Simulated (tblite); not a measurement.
C3H9N3Si.
Cartesian coordinates in Å at the GFN2-xTB level; atoms count from 1:
```xyz
16
C3H9N3Si angstrom
C      2.5851    0.5558    0.3348
N      1.1789    0.6418    0.6716
C      0.3952   -0.4493    0.1169
Si    -1.4285   -0.2589    0.6203
N     -2.3388   -1.4541   -0.2190
C     -2.0415    1.3625   -0.0900
N     -2.3828    2.3727   -0.5082
H      2.9940   -0.3528    0.7795
H      3.1060    1.4139    0.7562
H      2.7744    0.5233   -0.7498
H      0.8072    1.5271    0.3396
H      0.4986   -0.5251   -0.9797
H      0.8018   -1.3782    0.5284
H     -1.5784   -0.1454    2.0765
H     -2.0337   -2.4139   -0.2063
H     -3.3452   -1.4103   -0.2148
```

Level: GFN2-xTB in tblite, geometry and Hessian alike; calculated harmonic values, unscaled, isolated species. Against measured fundamentals such values can be off by several per cent, at times by over 20. Modes of hydrogen on silicon can be 10 to 20 % off. One conformer, not necessarily the lowest.

Harmonic wavenumbers (cm⁻¹): 43.7, 74.5, 94.6, 136.2, 170.6, 209.6, 239.9, 256.9, 322.4, 342.9, 367.0, 505.5, 600.6, 635.4, 656.3, 738.2, 791.4, 819.4, 867.7, 911.1, 992.9, 1087.2, 1130.7, 1164.5, 1226.7, 1293.1, 1410.5, 1425.4, 1487.1, 1490.7, 1500.0, 1512.6, 2210.5, 2360.2, 2798.7, 2849.3, 2942.1, 2994.1, 3019.2, 3353.3, 3472.7, 3507.2.

A = 2920, B = 1307, C = 969.9 MHz; mass 115.057 u (most abundant isotopes); point group C1, symmetry number 1.

Q: Zero-point energy?

A: ½Σν̃ = 27006 cm⁻¹ = 323.07 kJ/mol.

Q: Give the ideal-gas entropy at 298.15 K and 1 bar in the rigid-rotor, harmonic-oscillator model (classical rotation).

A: Translation 168.04, rotation 120.72, vibration 126.81: S = 415.6 J/(mol K).

Q: And Cp and H(298.15 K) − H(0)?

A: Cp = 154.75 J/(mol K), of which vibrations give 121.49 (their classical limit is 42 R = 349.2); H(298.15 K) − H(0) = 29.52 kJ/mol without the zero-point energy, 19.60 from vibrations.

Q: Which modes carry the vibrational entropy at 298.15 K?

A: 43.7 cm⁻¹: 21.27; 74.5 cm⁻¹: 16.86; 94.6 cm⁻¹: 14.91; 136.2 cm⁻¹: 11.95; 170.6 cm⁻¹: 10.16; 209.6 cm⁻¹: 8.57 J/(mol K); the other 36 give 43.09 together.

Q: How do the functions run with temperature in this model?

A: 
```csv
T (K),S (J/(mol K)),Cp (J/(mol K)),H − H(0) (kJ/mol),G − H(0) (kJ/mol),ln q(vib)
100,290.9,82.7,5.63,-23.46,1.85
200,360.8,121.6,15.93,-56.22,4.67
300,416.5,155.3,29.80,-95.15,7.39
500,509.6,210.9,66.73,-188.09,12.45
800,621.6,265.2,138.81,-358.44,19.21
1000,683.5,289.8,194.42,-489.09,23.25
```

q(vib) and H(0) count from the zero-point level.

Hindered rotation and anharmonicity are outside this model. Other conformers, if any are populated, would add a mixing term that is left out. The structure is chiral; the term R ln 2 for an equal mix with its mirror image is left out.

The run took 0.84 s wall on one thread, Arm Neoverse N1 (aarch64), no GPU, shared host with 64 logical CPUs at a one-minute load of 59. This covers the Hessian and the dipole derivatives.
